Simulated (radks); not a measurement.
Species: Xe13+. Configuration: [Kr] 4d5 (the NIST ground configuration). Method: Dirac Kohn-Sham, LB94 model potential, spin-unpolarised, spherical densities, finite nucleus; open shells fill j = l - 1/2 first; Fermi nuclear charge, rms radius 4.7859 fm; computed with a radial shooting solver on a logarithmic mesh with Libxc functionals. Some entries of the table are withheld. Estimate them.

| orbital | occ. | eigenvalue (hartree) | <1/r> (bohr^-1) |
|---|---|---|---|
| 1s1/2 | 2 | -1278.393 | 58.16 |
| 2s1/2 | 2 | -208.3447 | 13.61 |
| 2p1/2 | 2 | -196.6347 | (1) |
| 2p3/2 | 4 | -184.5745 | (2) |
| 3s1/2 | 2 | -50.97370 | 4.866 |
| 3p1/2 | 2 | -46.05542 | (3) |
| 3p3/2 | 4 | -43.76066 | (4) |
| 3d3/2 | 4 | -35.08883 | 4.387 |
| 3d5/2 | 6 | -34.59820 | 4.316 |
| 4s1/2 | 2 | -16.84484 | 2.053 |
| 4p1/2 | 2 | -15.05211 | 1.966 |
| 4p3/2 | 4 | -14.53553 | 1.878 |
| 4d3/2 | 4 | -11.56376 | 1.708 |
| 4d5/2 | 1 | -11.46817 | 1.688 |
| 5s1/2 | 0 | -8.18472 | 1.046 |
| 5p1/2 | 0 | -7.48413 | 1.001 |
| 5p3/2 | 0 | -7.31268 | 0.9714 |

Answer. 
(1) 2p1/2 <1/r> (bohr^-1): 13.62
(2) 2p3/2 <1/r> (bohr^-1): 12.51
(3) 3p1/2 <1/r> (bohr^-1): 4.789
(4) 3p3/2 <1/r> (bohr^-1): 4.517
